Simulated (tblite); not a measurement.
Species: C2H9NOSi2.
Atom-mapped SMILES: `[NH2:1][C:2](=[O:3])[CH:4]([SiH3:5])[SiH3:6]` (hydrogens: H7, H8 on N1; H9 on C4; H10, H11, H12 on Si5; H13, H14, H15 on Si6)

Computed with GFN2-xTB (tblite), gas phase: Langevin dynamics at 200 K from the optimised GFN2-xTB geometry, time step 0.5 fs, friction 0.01 fs⁻¹, 2000 steps.

Start geometry:
```
atom  x, y, z in Å
N1      2.163    0.611    0.191
C2      1.159   -0.296    0.151
O3      1.295   -1.421    0.604
C4     -0.128    0.109   -0.463
Si5    -0.975   -1.581   -0.765
Si6    -1.075    1.248    0.731
H7      2.042    1.548   -0.147
H8      3.038    0.356    0.616
H9      0.044    0.660   -1.390
H10    -0.093   -2.419   -1.569
H11    -2.186   -1.284   -1.549
H12    -1.375   -2.197    0.491
H13    -2.388    1.540    0.158
H14    -0.327    2.507    0.874
H15    -1.200    0.627    2.046
```

The statistics below take the 31 frames saved every 25 fs from 250 to 1000 fs; their kinetic temperature (all 3N coordinates) averages 219 K.

Question: How do the bond lengths spread?

Answer: 
| bond | start (Å) | mean (Å) | standard deviation (Å) | shortest (Å) | longest (Å) |
| --- | --- | --- | --- | --- | --- |
| N1–C2 | 1.353 | 1.356 | 0.020 | 1.320 | 1.405 |
| C2=O3 | 1.220 | 1.217 | 0.017 | 1.185 | 1.245 |
| C2–C4 | 1.482 | 1.490 | 0.027 | 1.426 | 1.543 |
| C4–Si5 | 1.914 | 1.915 | 0.028 | 1.867 | 1.986 |
| C4–Si6 | 1.903 | 1.911 | 0.032 | 1.843 | 1.964 |
| N1–H7 | 1.003 | 1.007 | 0.017 | 0.980 | 1.048 |
| N1–H8 | 1.006 | 1.009 | 0.026 | 0.951 | 1.068 |
| C4–H9 | 1.092 | 1.097 | 0.027 | 1.036 | 1.147 |
| Si5–H10 | 1.459 | 1.466 | 0.034 | 1.411 | 1.533 |
| Si5–H11 | 1.472 | 1.477 | 0.037 | 1.411 | 1.545 |
| Si5–H12 | 1.455 | 1.462 | 0.025 | 1.416 | 1.513 |
| Si6–H13 | 1.462 | 1.472 | 0.022 | 1.424 | 1.521 |
| Si6–H14 | 1.472 | 1.472 | 0.038 | 1.406 | 1.528 |
| Si6–H15 | 1.460 | 1.467 | 0.026 | 1.416 | 1.521 |

Question: Give the same statistics for bond angles, one of each kind among heavy atoms.

Answer: 
```json
{"angle": "N1–C2–O3", "start (°)": "121.6", "mean (°)": "121.6", "standard deviation (°)": "2.2", "smallest (°)": "115.9", "largest (°)": "125.7"}
{"angle": "N1–C2–C4", "start (°)": "118.2", "mean (°)": "117.1", "standard deviation (°)": "2.6", "smallest (°)": "111.7", "largest (°)": "122.6"}
{"angle": "O3–C2–C4", "start (°)": "120.2", "mean (°)": "121.1", "standard deviation (°)": "2.6", "smallest (°)": "116.4", "largest (°)": "126.8"}
{"angle": "C2–C4–Si5", "start (°)": "102.0", "mean (°)": "104.4", "standard deviation (°)": "4.7", "smallest (°)": "98.6", "largest (°)": "119.1"}
{"angle": "C2–C4–Si6", "start (°)": "109.6", "mean (°)": "107.5", "standard deviation (°)": "3.2", "smallest (°)": "99.3", "largest (°)": "112.7"}
{"angle": "Si5–C4–Si6", "start (°)": "114.0", "mean (°)": "114.6", "standard deviation (°)": "4.3", "smallest (°)": "107.0", "largest (°)": "125.1"}
```

Question: Follow the torsion N1–C2–C4–Si5 through every second one of these frames.

Answer: 
```csv
t (fs),N1–C2–C4–Si5 (°)
250,152
300,162
350,157
400,147
450,156
500,156
550,161
600,156
650,163
700,168
750,171
800,176
850,163
900,150
950,139
1000,152
```

Largest departure from the start value over all these frames: N1–C2–C4–Si5 26° (start 163°).

Question: How widely does the potential energy scatter, against a harmonic estimate?

Answer: Mean 0.34 eV above the start, standard deviation 0.075 eV, range 0.19 to 0.50 eV. For 39 classical harmonic modes at 200 K the canonical values are 39kT/2 = 0.34 eV and kT·√(39/2) = 0.076 eV.

The run is classical and short, so these are rough statistics of one trajectory.

The cost below is that of the whole dynamics run. Time: 10 s wall; peak memory 0.18 GiB. Hardware: AMD EPYC 9R14, one thread, shared host with 96 logical CPUs at a one-minute load of 24.
